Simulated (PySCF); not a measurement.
Predicted microwave data (PBE0-D3(BJ)/def2-SVP geometry optimisation, gas phase (PySCF 2.14.0)) for one isomer of C4H5FO2:

- Rotational constants: A = 3678, B = 2384, C = 1535 MHz
- Dipole components: |μa| = 0.42 D, |μb| = 0.47 D, |μc| = 0.45 D
- Inertial defect: -20.08 u·Å²
- κ: -0.21

Question: Which candidate fits, each taken in the one conformer that was computed?
A. `[O:1]=[CH:2][C@@H:3]([F:4])[C@H:5]1[CH2:6][O:7]1` with O1–C2–C3–F4 -176°, C2–C3–C5–C6 75°
B. `[O:1]=[C:2]1[CH2:3][O:4][C@H:5]1[CH2:6][F:7]` with O4–C5–C6–F7 60°

Answer: A. It is O=C[C@@H](F)[C@H]1CO1, an asymmetric top, point group C1. The candidates at the same level (rigid rotor, commonest isotopes):

```tsv
SMILES	A (MHz)	B (MHz)	C (MHz)	μa (D)	μb (D)	μc (D)	Δ (u·Å²)	point group	rotor
O=C[C@@H](F)[C@H]1CO1	3678	2384	1535	0.42	0.47	0.45	-20.08	C1	asymmetric top
O=C1CO[C@H]1CF	3821	2563	2007	0.34	0.92	1.35	-77.69	C1	asymmetric top
```

`O=C1CO[C@H]1CF` has C 31 % too high. No structure here is proved a minimum.
